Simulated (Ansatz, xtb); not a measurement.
Two structures of F2H3NOSi2

Structure a: a singlet given by its coordinates. Structure b: a singlet given by its coordinates. Both are isolated molecules in the gas phase, relaxed with PBE0-D3(BJ)/def2-SVP.

a (Å):

```xyz
9

F     2.1121   -1.7000    1.3603
F     0.3557    2.8101    0.0677
N     0.5449    0.0162   -0.2299
O     1.8208    1.0140    1.5179
Si    2.0673   -0.3213    0.5243
Si    0.3363    1.3812    0.8158
H     3.3055   -0.3002   -0.2761
H     0.0039   -0.4069   -0.9709
H    -0.8111    1.4310    1.7405
```

Close contacts (Å): F1–Si5 1.61, F2–Si6 1.61, N3–Si5 1.73, N3–Si6 1.73, O4–Si5 1.68, O4–Si6 1.68, Si5–Si6 2.45, N3–H8 1.01, Si5–H7 1.47, Si6–H9 1.47.

b (Å):

| atom | x (Å) | y (Å) | z (Å) |
| --- | --- | --- | --- |
| F | -1.7067 | 3.2807 | -1.9823 |
| F | 0.6443 | 3.5578 | -1.1029 |
| N | -0.2759 | 0.9019 | -1.4317 |
| O | -1.1187 | 2.1315 | 0.4338 |
| Si | -0.5980 | 2.5468 | -1.0891 |
| Si | -0.8276 | 0.4709 | 0.1785 |
| H | 0.0821 | 0.3956 | -2.2290 |
| H | -2.0686 | -0.3449 | 0.2462 |
| H | 0.2051 | -0.0771 | 1.0968 |

Close contacts (Å): F1–Si5 1.60, F2–Si5 1.60, N3–Si5 1.71, N3–Si6 1.76, O4–Si5 1.66, O4–Si6 1.71, Si5–Si6 2.44, N3–H7 1.01, Si6–H8 1.49, Si6–H9 1.49.

**Question.** Which of the two would you expect CCSD(T)/def2-SVP + ΔMP2/def2-TZVPP electronic energies to favour?

**Answer.** Structure a; the calculation gives E(b) − E(a) = +10.0 kJ/mol.

How the difference moves with the method:

```json
{"level": "GFN2-xTB", "geometry": "GFN2-xTB", "E(b) − E(a) (kJ/mol)": "+22.7", "departure from the last row (kJ/mol)": "+12.6", "job, with rough time for the two": "optimisation, 0.47 s"}
{"level": "HF/STO-3G", "geometry": "GFN2-xTB", "E(b) − E(a) (kJ/mol)": "+2.3", "departure from the last row (kJ/mol)": "−7.7", "job, with rough time for the two": "single point, 0.58 s"}
{"level": "r2SCAN-D4/def2-SVP", "geometry": "GFN2-xTB", "E(b) − E(a) (kJ/mol)": "+13.4", "departure from the last row (kJ/mol)": "+3.3", "job, with rough time for the two": "single point, 3.7 s"}
{"level": "PBE0-D3(BJ)/def2-SVP", "geometry": "PBE0-D3(BJ)/def2-SVP", "E(b) − E(a) (kJ/mol)": "+11.6", "departure from the last row (kJ/mol)": "+1.5", "job, with rough time for the two": "optimisation, 38 s"}
{"level": "HF/def2-SVP", "geometry": "PBE0-D3(BJ)/def2-SVP", "E(b) − E(a) (kJ/mol)": "+9.0", "departure from the last row (kJ/mol)": "−1.1", "job, with rough time for the two": "part of the CCSD(T) run"}
{"level": "MP2/def2-SVP", "geometry": "PBE0-D3(BJ)/def2-SVP", "E(b) − E(a) (kJ/mol)": "+11.2", "departure from the last row (kJ/mol)": "+1.2", "job, with rough time for the two": "part of the CCSD(T) run"}
{"level": "CCSD(T)/def2-SVP", "geometry": "PBE0-D3(BJ)/def2-SVP", "E(b) − E(a) (kJ/mol)": "+10.5", "departure from the last row (kJ/mol)": "+0.5", "job, with rough time for the two": "single point"}
{"level": "CCSD(T)/def2-SVP + ΔMP2/def2-TZVPP", "geometry": "PBE0-D3(BJ)/def2-SVP", "E(b) − E(a) (kJ/mol)": "+10.0", "departure from the last row (kJ/mol)": "", "job, with rough time for the two": "single point, 50 s"}
```

The levels shown agree on the order. The largest departure from CCSD(T)/def2-SVP + ΔMP2/def2-TZVPP is that of GFN2-xTB, 12.6 kJ/mol. The last row adds to CCSD(T) the change of the MP2 difference between the two basis sets, here −0.5 kJ/mol.

With harmonic frequencies from PBE0-D3(BJ)/def2-SVP (ideal gas, rigid rotor, one conformer each, 298.15 K, 1 atm): the zero-point term adds −1.3 kJ/mol; ΔH is +8.9 and ΔG +7.4 kJ/mol.

The correlated steps freeze 14 core orbitals. Mirror images aren't counted in ΔG. Run with Ansatz 0.2.0, xtb 6.7.1; the last row on 2 threads of Intel(R) Xeon(R) Platinum 8259CL CPU @ 2.50GHz (Skylake/Cascade Lake) on a shared host.
